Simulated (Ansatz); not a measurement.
Reaction (SMILES): N#N [molecular nitrogen] + 3 [H][H] (H2) -> 2 N (NH3)
Structures are relaxed separately at B3LYP-D3(BJ)/def2-TZVP in Ansatz (a quantum-chemistry and plane-wave program).

Property: energy of full hydrogenation (electronic energy difference), in eV. Correlated levels leave the core frozen unless marked. No spin-orbit coupling. Non-relativistic. Basis-set limits of correlation are two-point, X^-3; Hartree-Fock from the larger set (for Q and 5 zeta extrapolated as (X+1)exp(-9√X)). [CCSD(T)-MP2]/basis is that difference in the basis named.

```json
[
 {"level": "HF/CBS(cc-pVQZ,cc-pV5Z)", "program": "Ansatz", "energy of full hydrogenation (eV)": "-1.49"},
 {"level": "SVWN5/def2-TZVPD", "program": "Ansatz", "energy of full hydrogenation (eV)": "-2.85"},
 {"level": "B97M-V/def2-TZVPD", "program": "Ansatz", "energy of full hydrogenation (eV)": "-1.92"},
 {"level": "HSE06-D3(BJ)/def2-TZVPD", "program": "Ansatz + dftd3", "energy of full hydrogenation (eV)": "-2.15"},
 {"level": "B2PLYP/def2-TZVPD", "program": "Ansatz", "energy of full hydrogenation (eV)": "-1.57"},
 {"level": "RI-MP2/CBS(def2-TZVPP,def2-QZVPP)", "program": "Ansatz", "energy of full hydrogenation (eV)": "-1.77"},
 {"level": "RI-MP2/CBS(def2-TZVPPD,def2-QZVPPD)", "program": "Ansatz", "energy of full hydrogenation (eV)": "-1.74"},
 {"level": "CCSD/STO-3G", "program": "Ansatz", "energy of full hydrogenation (eV)": "0.52"},
 {"level": "CCSD/6-31G*", "program": "Ansatz", "energy of full hydrogenation (eV)": "-0.80"},
 {"level": "CCSD/cc-pVQZ", "program": "Ansatz", "energy of full hydrogenation (eV)": "-1.71"},
 {"level": "CCSD/def2-QZVPPD", "program": "Ansatz", "energy of full hydrogenation (eV)": "-1.77"},
 {"level": "CCSD(T)/STO-3G", "program": "Ansatz", "energy of full hydrogenation (eV)": "0.56"},
 {"level": "RI-MP2/CBS(def2-TZVPP,def2-QZVPP)+[CCSD(T)-MP2]/def2-SVP", "program": "Ansatz", "energy of full hydrogenation (eV)": "-1.79"},
 {"level": "RI-MP2/CBS(cc-pVTZ,cc-pVQZ)+[CCSD(T)-MP2]/cc-pVTZ", "program": "Ansatz", "energy of full hydrogenation (eV)": "-1.71"},
 {"level": "CCSD(T)/CBS(cc-pVQZ,cc-pV5Z)", "program": "Ansatz", "energy of full hydrogenation (eV)": "-1.71"}
]
```
